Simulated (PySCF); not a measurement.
Polarisability and C₆ of Sc (scandium, neutral)

[Ar] 3d2 4s1, high-spin 4F determinant (an excited configuration). All numbers are calculated (PySCF 2.14, the spin-free X2C one-electron Hamiltonian (Gaussian nucleus), in aug-cc-pVTZ-DK (8s7p5d3f2g, 93 functions)). Coupled (time-dependent) response in atomic units; α is the mean over directions.

```
method  mean α (bohr³)  C₆ (like pair)   S(−4)
   UHF           218.9            2619   73240
   PBE           184.0            1727  137100
  PBE0           178.8            1794   89300
```

S(−4) is the Cauchy moment in α(ω) = α(0) + S(−4) ω² + …

α(iu) at UHF:

```
u (hartree)  α(iu) (bohr³)
          0          218.9
     0.0500          142.5
      0.100          78.59
      0.200          32.47
      0.300          18.69
      0.500          9.561
      0.750          5.736
       1.00          3.988
       1.50          2.329
       2.00          1.540
       3.00         0.8119
       5.00         0.3343
```

A single London oscillator, α(iu) = α/(1 + u²/ω²), gives C₆ = (3/4) ω α². Matching the computed C₆ needs ω = 4 × 2619 / (3 × 218.9²) = 0.0729 hartree.
